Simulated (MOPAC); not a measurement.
MOPAC input (PM7):

```
PM7 FORCE THERMO(298,298) PRECISE LET CHARGE=-1 GEO-OK AUX(PRECISION=9) THREADS=1
H2F3Si2

F    -2.10150158 1    0.49117654 1   -0.96371141 1
Si   -1.32348880 1   -0.08370353 1    0.31517860 1
Si    0.76931927 1   -0.09553147 1    0.17011766 1
F     1.58360412 1   -1.31977716 1   -0.41175588 1
F     1.66963243 1    1.12043308 1    0.62964038 1
H    -1.85489007 1   -1.44072249 1    0.51376765 1
H    -1.77791165 1    0.73888897 1    1.44656632 1
```

From the output:

```
     H    7   3.058315

          HEAT OF FORMATION =    -345.072297 KCALS/MOLE

          ZERO POINT ENERGY      16.294 KCAL/MOL

           NORMAL COORDINATE ANALYSIS (Total motion = 1 Angstrom)

   Root No.       1         2         3         4         5         6         7         8

                 1 A"      2 A"      1 A'      2 A'      3 A'      4 A'      3 A"      4 A"

                  49.9     139.9     153.2     224.3     280.7     436.9     442.7     756.6

           1   -0.0001   -0.0000    0.0724   -0.0533   -0.0785    0.0431   -0.0000    0.0000
           2    0.0001    0.0000    0.2482   -0.0184   -0.1437   -0.0118    0.0000   -0.0000
           3    0.1402    0.0226   -0.0001   -0.0001    0.0001    0.0001    0.0276   -0.0325
           4    0.0001   -0.0001    0.0703   -0.0486   -0.0675    0.0350    0.0001   -0.0000
           5   -0.0001    0.0001   -0.0565   -0.0894    0.1011    0.1723   -0.0001    0.0000
           6   -0.0718    0.0646    0.0001    0.0000   -0.0002   -0.0001   -0.0640    0.0233
           7    0.0000    0.0001    0.0834    0.0700    0.2309   -0.0406   -0.0000    0.0000
           8   -0.0000   -0.0001   -0.0815   -0.1038   -0.0187   -0.1270    0.0000   -0.0000
           9   -0.0159   -0.0893    0.0002    0.0002    0.0003    0.0001    0.0157   -0.0015
          10    0.0971    0.0578   -0.1478    0.0157   -0.0799   -0.0222   -0.0049   -0.0001
          11   -0.0079    0.1172   -0.0162    0.1580    0.0042   -0.0379   -0.0158   -0.0037
          12    0.0059   -0.0038   -0.0248    0.1418   -0.0802    0.0983    0.0116    0.0038
          13   -0.0972   -0.0578   -0.1478    0.0160   -0.0801   -0.0221    0.0048    0.0001
          14    0.0079   -0.1172   -0.0162    0.1578    0.0044   -0.0380    0.0158    0.0037
          15    0.0056   -0.0037    0.0245   -0.1421    0.0799   -0.0984    0.0116    0.0038
          16   -0.1419    0.0268   -0.0375   -0.0941   -0.0285    0.0895   -0.0102   -0.4507
          17    0.1386   -0.1935   -0.1104   -0.1108    0.1249    0.1956   -0.3790   -0.0964
          18   -0.2093    0.2020    0.0030   -0.0002   -0.0069   -0.0092    0.1945   -0.0694
          19    0.1424   -0.0272   -0.0374   -0.0942   -0.0285    0.0894    0.0097    0.4508
          20   -0.1390    0.1939   -0.1105   -0.1108    0.1250    0.1958    0.3794    0.0963
          21   -0.2087    0.2016   -0.0031    0.0003    0.0066    0.0092    0.1938   -0.0686

   Root No.       9        10        11        12        13        14        15

                 5 A'      6 A'      7 A'      8 A'      5 A"      6 A"      9 A'

                 799.9     846.2     864.2     871.3     947.9    2287.2    2297.2

           1    0.0079    0.1663    0.1911   -0.0242    0.0000    0.0000   -0.0014
           2    0.0174   -0.0043   -0.0088    0.0064   -0.0000   -0.0000    0.0007
           3   -0.0000    0.0001    0.0001   -0.0000   -0.0021   -0.0010    0.0000
           4   -0.0334   -0.1056   -0.1307   -0.0072    0.0000    0.0000   -0.0087
           5   -0.0324    0.0259   -0.0048    0.0136   -0.0000   -0.0000    0.0167
           6   -0.0000   -0.0002   -0.0001   -0.0000   -0.0031   -0.0266   -0.0000
           7    0.0045   -0.0534    0.0477    0.0039   -0.0003   -0.0000    0.0003
           8   -0.0018   -0.1179    0.0969    0.0038    0.0003    0.0000    0.0010
           9    0.0000    0.0001   -0.0000   -0.0000    0.3026   -0.0006   -0.0000
          10   -0.0003    0.0352   -0.0282   -0.0017    0.0614   -0.0000   -0.0001
          11    0.0003    0.0759   -0.0577   -0.0031    0.1289    0.0000   -0.0001
          12    0.0007   -0.1214    0.0939    0.0054   -0.2214    0.0001    0.0001
          13   -0.0003    0.0348   -0.0282   -0.0016   -0.0610    0.0000   -0.0001
          14    0.0003    0.0762   -0.0578   -0.0032   -0.1293   -0.0000   -0.0002
          15   -0.0007    0.1214   -0.0939   -0.0054   -0.2212    0.0001   -0.0001
          16    0.3350   -0.0119   -0.1118    0.3048   -0.0616   -0.1341    0.1315
          17    0.3073   -0.1102   -0.1102   -0.2418   -0.0521    0.2631   -0.2516
          18   -0.0924    0.1014    0.0683    0.2648    0.0181    0.3858   -0.3982
          19    0.3348   -0.0118   -0.1118    0.3054    0.0615    0.1332    0.1307
          20    0.3075   -0.1104   -0.1103   -0.2423    0.0522   -0.2623   -0.2509
          21    0.0925   -0.1012   -0.0681   -0.2636    0.0181    0.3866    0.3989

           MASS-WEIGHTED COORDINATE ANALYSIS (NORMAL COORDINATES)

   Root No.       1         2         3         4         5         6         7         8

                 1 A"      2 A"      1 A'      2 A'      3 A'      4 A'      3 A"      4 A"

                  49.9     139.9     153.2     224.3     280.7     436.9     442.7     756.6

           1   -0.0006   -0.0001    0.1896   -0.1454   -0.1992    0.1350   -0.0002    0.0002
           2    0.0005    0.0000    0.6499   -0.0502   -0.3645   -0.0370    0.0002   -0.0001
           3    0.5950    0.0914   -0.0004   -0.0002    0.0002    0.0002    0.1674   -0.2057
           4    0.0005   -0.0003    0.2238   -0.1609   -0.2084    0.1331    0.0005   -0.0002
           5   -0.0004    0.0003   -0.1800   -0.2962    0.3117    0.6555   -0.0005    0.0002
           6   -0.3703    0.3181    0.0003    0.0001   -0.0005   -0.0003   -0.4712    0.1792
           7    0.0001    0.0005    0.2655    0.2319    0.7122   -0.1545   -0.0001    0.0000
           8   -0.0001   -0.0004   -0.2595   -0.3442   -0.0576   -0.4833    0.0001   -0.0000
           9   -0.0819   -0.4394    0.0006    0.0006    0.0008    0.0003    0.1156   -0.0114
          10    0.4121    0.2340   -0.3871    0.0428   -0.2026   -0.0695   -0.0294   -0.0006
          11   -0.0336    0.4744   -0.0423    0.4308    0.0107   -0.1186   -0.0958   -0.0232
          12    0.0249   -0.0155   -0.0649    0.3867   -0.2034    0.3078    0.0702    0.0241
          13   -0.4123   -0.2340   -0.3869    0.0435   -0.2031   -0.0691    0.0293    0.0006
          14    0.0337   -0.4744   -0.0425    0.4301    0.0112   -0.1188    0.0959    0.0232
          15    0.0239   -0.0151    0.0643   -0.3874    0.2028   -0.3079    0.0701    0.0240
          16   -0.1387    0.0250   -0.0226   -0.0591   -0.0166    0.0645   -0.0142   -0.6570
          17    0.1354   -0.1804   -0.0666   -0.0696    0.0730    0.1410   -0.5287   -0.1405
          18   -0.2045    0.1883    0.0018   -0.0001   -0.0040   -0.0066    0.2714   -0.1012
          19    0.1392   -0.0253   -0.0226   -0.0591   -0.0166    0.0644    0.0136    0.6572
          20   -0.1358    0.1807   -0.0666   -0.0696    0.0730    0.1411    0.5292    0.1404
          21   -0.2040    0.1879   -0.0019    0.0002    0.0039    0.0066    0.2703   -0.1000

   Root No.       9        10        11        12        13        14        15

                 5 A'      6 A'      7 A'      8 A'      5 A"      6 A"      9 A'

                 799.9     846.2     864.2     871.3     947.9    2287.2    2297.2

           1    0.0488    0.4887    0.5811   -0.1546    0.0000    0.0000   -0.0085
           2    0.1072   -0.0128   -0.0269    0.0406   -0.0000   -0.0000    0.0043
           3   -0.0000    0.0004    0.0004   -0.0002   -0.0040   -0.0064    0.0001
           4   -0.2498   -0.3773   -0.4834   -0.0555    0.0000    0.0002   -0.0655
           5   -0.2426    0.0925   -0.0179    0.1050   -0.0000   -0.0002    0.1265
           6   -0.0000   -0.0006   -0.0004   -0.0002   -0.0073   -0.1999   -0.0003
           7    0.0334   -0.1909    0.1762    0.0301   -0.0008   -0.0000    0.0023
           8   -0.0132   -0.4212    0.3582    0.0292    0.0007    0.0000    0.0076
           9    0.0000    0.0003   -0.0001   -0.0000    0.7018   -0.0043   -0.0000
          10   -0.0022    0.1034   -0.0858   -0.0105    0.1172   -0.0003   -0.0006
          11    0.0017    0.2231   -0.1756   -0.0200    0.2458    0.0001   -0.0007
          12    0.0045   -0.3568    0.2856    0.0343   -0.4222    0.0005    0.0009
          13   -0.0021    0.1024   -0.0857   -0.0103   -0.1163    0.0003   -0.0003
          14    0.0016    0.2238   -0.1758   -0.0201   -0.2466   -0.0001   -0.0009
          15   -0.0046    0.3567   -0.2855   -0.0343   -0.4220    0.0005   -0.0008
          16    0.4745   -0.0081   -0.0783    0.4476   -0.0270   -0.1912    0.1882
          17    0.4353   -0.0746   -0.0772   -0.3551   -0.0229    0.3752   -0.3601
          18   -0.1309    0.0686    0.0478    0.3888    0.0080    0.5501   -0.5698
          19    0.4742   -0.0080   -0.0783    0.4485    0.0270    0.1900    0.1870
          20    0.4355   -0.0747   -0.0772   -0.3558    0.0229   -0.3741   -0.3590
          21    0.1311   -0.0685   -0.0477   -0.3871    0.0080    0.5513    0.5709

          DESCRIPTION OF VIBRATIONS

 VIBRATION          1    1A"         ATOM PAIR     ENERGY CONTRIBUTION    RADIAL
 FREQUENCY            49.89         F 1 -- Si2         +30.6% (497.3%)      0.0%
 TRANSITION DIPOLE   0.2809         Si2 -- H 7         +23.2% (433.5%)     90.0%
 TRAVEL (Ang.)       0.5782         Si2 -- H 6         +23.2% (433.5%)     89.9%
 REDUCED MASS        4.0427         Si2 -- Si3         +19.7% (398.8%)      0.0%
 EFFECTIVE MASS    399.9891
 FORCE CONSTANT      0.0059

 VIBRATION          2    2A"         ATOM PAIR     ENERGY CONTRIBUTION    RADIAL
 FREQUENCY           139.89         Si2 -- Si3         +35.9% (246.0%)      0.0%
 TRANSITION DIPOLE   0.0734         Si3 -- F 5         +16.6% (167.1%)      1.0%
 TRAVEL (Ang.)       0.3338         Si3 -- F 4         +16.6% (167.1%)      1.0%
 REDUCED MASS        4.3257         Si2 -- H 6         +11.5% (139.2%)     85.5%
 EFFECTIVE MASS     55.5582         Si2 -- H 7         +11.5% (139.2%)     85.6%
 FORCE CONSTANT      0.0499

 VIBRATION          3    1A'         ATOM PAIR     ENERGY CONTRIBUTION    RADIAL
 FREQUENCY           153.17         F 1 -- Si2         +22.8% (114.2%)      0.2%
 TRANSITION DIPOLE   0.1960         Si2 -- Si3         +22.7% (113.8%)     35.9%
 TRAVEL (Ang.)       0.2795         Si2 -- H 7         +17.3% ( 99.4%)     21.8%
 REDUCED MASS        5.6367         Si2 -- H 6         +17.3% ( 99.3%)     21.6%
 EFFECTIVE MASS     30.3262         Si3 -- F 4         +10.0% ( 75.7%)      0.0%
 FORCE CONSTANT      0.0779         Si3 -- F 5         +10.0% ( 75.7%)      0.0%

 VIBRATION          4    2A'         ATOM PAIR     ENERGY CONTRIBUTION    RADIAL
 FREQUENCY           224.31         Si2 -- Si3         +21.1% ( 83.5%)     10.1%
```

The dipole moment of an ion depends on the origin.
